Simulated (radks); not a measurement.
Species: the argon ion Ar12+. Configuration: [He] 2s2 2p2 (the NIST ground configuration).

Calculated with a radial shooting solver on a logarithmic mesh with Libxc functionals: non-relativistic Kohn-Sham, PBEsol, spin-polarised, spherical densities, point nucleus; open shells are filled with parallel spins first.

Energy parts (hartree):
part                      energy
total                 -429.77750
kinetic                429.56890
electron-nucleus      -912.35673
Hartree                 70.79852
exchange-correlation   -17.78820

Orbitals (lengths in bohr, moments of r in powers of bohr; <r^-3> diverges for s and p1/2):
orbital	occ.	eigenvalue (hartree)	<r^-3>
1s up	1	-132.8676	-
1s down	1	-132.5977	-
2s up	1	-25.68544	-
2s down	1	-25.17888	-
2p up	2	-23.98201	162.1
2p down	0	-23.37666	159.4
3s up	0	-10.00622	-
3s down	0	-9.88107	-
3p up	0	-9.47829	39.74
3p down	0	-9.33912	39.21
3d up	0	-8.87972	6.427
3d down	0	-8.71860	6.060

The highest occupied level is 2p up at -652.58 eV. The spin density at the nucleus is -1.055 e/bohr^3 (1s -5.564, 2s 4.509), a Fermi contact field of -55.3 T. For comparison, the ionisation energy in NIST's Atomic Spectra Database is 685.5 eV (semi-empirical). In exact Kohn-Sham theory the highest level is minus the ionisation energy, but local and semilocal functionals leave it too shallow, through self-interaction and a potential that decays too fast; potentials with the right tail come closer.
